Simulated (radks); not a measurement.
Valence configurations of Pb II. Method: Dirac Kohn-Sham, PBE, spin-unpolarised, spherical densities, finite nucleus; open shells are shared between the two j in proportion to 2j + 1; Fermi nuclear charge, rms radius 5.5012 fm; computed with a radial shooting solver on a logarithmic mesh with Libxc functionals. Energies are relative to [Hg] 6p1; eigenvalues in eV.

[
 {"valence": "[Hg] 6p1", "E (eV)": "0.000", "e(4f5/2)": "-142.96", "e(4f7/2)": "-137.93", "e(5d3/2)": "-30.368", "e(5d5/2)": "-27.775", "e(6p1/2)": "-11.228"},
 {"valence": "[Xe] 4f14 5d10 6s1 6p2", "E (eV)": "9.336", "e(4f5/2)": "-144.78", "e(4f7/2)": "-139.75", "e(5d3/2)": "-32.057", "e(5d5/2)": "-29.442", "e(6p1/2)": "-12.136"},
 {"valence": "[Xe] 4f14 5d10 6p3", "E (eV)": "18.952", "e(4f5/2)": "-146.51", "e(4f7/2)": "-141.48", "e(5d3/2)": "-33.657", "e(5d5/2)": "-31.019", "e(6p1/2)": "-12.982"},
 {"valence": "[Xe] 4f14 5d8 6s2 6p3", "E (eV)": "43.893", "e(4f5/2)": "-155.37", "e(4f7/2)": "-150.33", "e(5d3/2)": "-39.600", "e(5d5/2)": "-36.744", "e(6p1/2)": "-14.477"},
 {"valence": "[Xe] 4f13 5d10 6s2 6p2", "E (eV)": "139.04", "e(4f5/2)": "-162.62", "e(4f7/2)": "-157.44", "e(5d3/2)": "-36.894", "e(5d5/2)": "-33.992", "e(6p1/2)": "-13.013"},
 {"valence": "[Xe] 4f13 5d10 6s1 6p3", "E (eV)": "149.36", "e(4f5/2)": "-164.35", "e(4f7/2)": "-159.17", "e(5d3/2)": "-38.490", "e(5d5/2)": "-35.568", "e(6p1/2)": "-13.851"},
 {"valence": "[Xe] 4f12 5d10 6s2 6p3", "E (eV)": "296.47", "e(4f5/2)": "-182.91", "e(4f7/2)": "-177.58", "e(5d3/2)": "-43.605", "e(5d5/2)": "-40.393", "e(6p1/2)": "-14.742"},
 {"valence": "[Xe] 4f11 5d10 6s2 6p4", "E (eV)": "472.95", "e(4f5/2)": "-203.81", "e(4f7/2)": "-198.33", "e(5d3/2)": "-50.489", "e(5d5/2)": "-46.965", "e(6p1/2)": "-16.429"}
]

NIST lists [Hg] 6p1 as the ground configuration; this level of theory agrees among the configurations tried. The energies are those of spherical spin-averaged densities, not of single terms.
